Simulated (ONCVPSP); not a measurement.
# u(r) = r·R(r): atom against pseudo-atom (O (Z = 8))

Columns: radius, all-electron u(r) and pseudo u(r) of the 2s shell (level -31.16 eV) of oxygen in the configuration [He] 2s2 2p3.5; LDA (Perdew-Wang 92), scalar-relativistic, ONCV scheme, ONCVPSP 4.0.1.

```
r (bohr)  all-electron  pseudo
   0.055       -0.3574  0.0421
   0.110       -0.4291  0.0892
   0.165       -0.3474  0.1450
   0.220       -0.1912  0.2112
   0.275       -0.0069  0.2878
   0.330        0.1791  0.3737
   0.385        0.3521  0.4670
   0.440        0.5047  0.5641
   0.495        0.6339  0.6599
   0.550        0.7392  0.7483
   0.605        0.8220  0.8242
   0.660        0.8840  0.8843
   0.715        0.9276  0.9275
   0.770        0.9552  0.9552
   0.825        0.9691  0.9691
   0.880        0.9717  0.9717
   0.935        0.9649  0.9649
   0.990        0.9505  0.9505
   1.045        0.9300  0.9300
   1.100        0.9048  0.9047
   1.155        0.8759  0.8759
   1.210        0.8445  0.8444
   1.265        0.8112  0.8111
   1.320        0.7767  0.7767
   1.375        0.7416  0.7416
   1.430        0.7063  0.7063
```

(1) How many radial nodes do the two functions have?

(2) At about which radius was the pseudo-wave matched?

(3) Is the pseudo-wave norm-conserving?

## Answers

(1) The all-electron 2s function has n − l − 1 = 1; the pseudo-wave has 0, since the states of the same l below it are removed with the core.

(2) 0.75 bohr. The columns agree to 0.0005 from 0.66 bohr on; several derivatives are matched, so the curves merge somewhat inside the radius.

(3) Yes: the ONCV scheme keeps the norm inside the radius equal to the all-electron one, which fixes the energy derivative of the logarithmic derivative at the level.
